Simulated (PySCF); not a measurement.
Ionisation energy of W⁵⁸⁺ by level of theory

W⁵⁸⁺ [Ne] 3s2 3p4 (3P) → W⁵⁹⁺ [Ne] 3s2 3p3 (4S), as a difference of total energies. All numbers are calculated (PySCF 2.14, scalar relativity by spin-free X2C-1e, in an uncontracted even-tempered set (17 s from 15 bohr⁻², ratio 2.5; 12 p from 19 bohr⁻², ratio 2.5; 4 d from 79 bohr⁻², ratio 2.7; 4 f from 120 bohr⁻², ratio 2.7)). Correlated levels: outer shells: 1s2 frozen; virtual orbitals above 40 to 60 times the deepest correlated orbital energy dropped. The calculations carry no spin-orbit coupling.

| method | ionisation energy (eV) |
| --- | --- |
| UHF | 6074.6 |
| LDA | 6077.3 |
| PBE | 6078.8 |
| PBE0 | 6078.3 |
| r2SCAN | 6078.0 |
| PBEsol | 6077.5 |
| MN15 | 6094.9 |
| MP2 (outer shells) | 6075.9 |
| SCS-MP2 (outer shells) | 6075.9 |

Spin-orbit coupling is strong in these open shells (close to jj coupling). The scalar numbers leave it out and a first-order estimate fails, so it can dominate the gap to the real levels.

The ground level that NIST lists for one species does not belong to the high-spin term computed here, so part of any gap is the choice of state.

Breit and QED terms and the two-electron picture change are absent.

For comparison: 5970 ± 5 eV (semi-empirical (NIST evaluation); NIST Atomic Spectra Database, ionization energies).
